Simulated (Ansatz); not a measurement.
```yaml
crystal:
  periodic: [false, false, false]
  atoms:
    - {symbol: C, position_ang: [-1.393875, -0.541891, 0.344061]}
    - {symbol: N, position_ang: [-0.084148, 0.078495, 0.180659]}
    - {symbol: Ge, position_ang: [1.362571, -1.029753, 0.496252]}
    - {symbol: Si, position_ang: [0.041647, 1.560292, -0.641971]}
    - {symbol: Cl, position_ang: [-0.172568, 1.392009, -2.696938]}
    - {symbol: H, position_ang: [-1.469736, -1.040911, 1.315812]}
    - {symbol: H, position_ang: [-1.608163, -1.282739, -0.435204]}
    - {symbol: H, position_ang: [-2.183308, 0.214491, 0.306344]}
    - {symbol: H, position_ang: [1.242488, -1.536348, 1.944400]}
    - {symbol: H, position_ang: [2.635346, -0.202380, 0.287548]}
    - {symbol: H, position_ang: [1.318772, -2.232226, -0.465533]}
    - {symbol: H, position_ang: [-1.055318, 2.458228, -0.211861]}
    - {symbol: H, position_ang: [1.386790, 2.128030, -0.408766]}
basis:
  gaussian: {orbitals: aug-cc-pVTZ}
total_charge: -1
magnetization: {spin_polarized: true, initial_magnetization: 1}
hamiltonian: {xc: {name: B2PLYP}}
output: {forces: true}
```

```sh
$ ansatz run in.yaml --threads 4 --pin off --events-out ev --progress --plain --max-ram 11315MiB
```

Output, abridged:

```
Functional definition: B2PLYP
2445 factors; integrals over basis functions are off by at most 1.1e-3 eV
mean field evaluation 1: about -79548.5857 eV, gradient 2.8e1 eV
mean field evaluation 2: about -79548.7204 eV, gradient 2.8e1 eV
mean field evaluation 4: about -79552.3684 eV, gradient 4.4e0 eV
mean field evaluation 8: about -79552.6087 eV, gradient 5.7e-1 eV
mean field evaluation 16: about -79552.6634 eV, gradient 4.4e-2 eV
mean field evaluation 32: about -79552.6638 eV, gradient 2.2e-4 eV
a density is far from that of the atoms, so the factors are made again for it
2495 factors; integrals over basis functions are off by at most 1.1e-3 eV
mean field -79552.66375992 eV, -2923.5064704450 hartree, gradient 8.3e-6 eV, S^2 0.750064; 12 other end points of the search recorded, 0 dependent functions left out
21 core orbitals not correlated: weight in the atoms' cores, before any rotation towards them, 1.000 or more for the frozen orbitals, at most 0.000 for the correlated occupied ones
reference -79552.66390010 eV, -2923.5064755964 hartree; 22, 21 occupied and 392, 393 virtual orbitals, 2495 factors
second order -31.32188534 eV of doubles, -0.00000000 eV of singles
Total energy: -79561.12080914 eV, -2923.8172612714 hartree
Atom 0 at    -1.393875    -0.541891     0.344061 Å, force    -0.365479    -0.151416     0.083057 eV/Å
Atom 1 at    -0.084148     0.078495     0.180659 Å, force     0.124385     0.165191    -0.097234 eV/Å
Atom 2 at     1.362571    -1.029753     0.496252 Å, force     0.254447    -0.278700     0.203203 eV/Å
Atom 3 at     0.041647     1.560292    -0.641971 Å, force     0.093693     0.140015     0.620460 eV/Å
Atom 4 at    -0.172568     1.392009    -2.696938 Å, force    -0.062902     0.024847    -0.573789 eV/Å
Atom 5 at    -1.469736    -1.040911     1.315812 Å, force    -0.002498     0.025709    -0.084333 eV/Å
Atom 6 at    -1.608163    -1.282739    -0.435204 Å, force     0.013621     0.016878     0.055163 eV/Å
Atom 7 at    -2.183308     0.214491     0.306344 Å, force    -0.002902    -0.040444     0.019733 eV/Å
Atom 8 at     1.242488    -1.536348     1.944400 Å, force     0.004600     0.035050    -0.086644 eV/Å
Atom 9 at     2.635346    -0.202380     0.287548 Å, force    -0.014041    -0.009808    -0.004490 eV/Å
Atom 10 at     1.318772    -2.232226    -0.465533 Å, force    -0.006257     0.041797     0.004555 eV/Å
Atom 11 at    -1.055318     2.458228    -0.211861 Å, force     0.038898     0.010024    -0.071143 eV/Å
Atom 12 at     1.386790     2.128030    -0.408766 Å, force    -0.075563     0.020857    -0.068538 eV/Å
Dipole moment:    -0.258417     0.907602    -1.049765 e Å
```

Run time 8 min (4 threads of an Arm Neoverse V2 on a shared host); peak host memory 4 GiB.
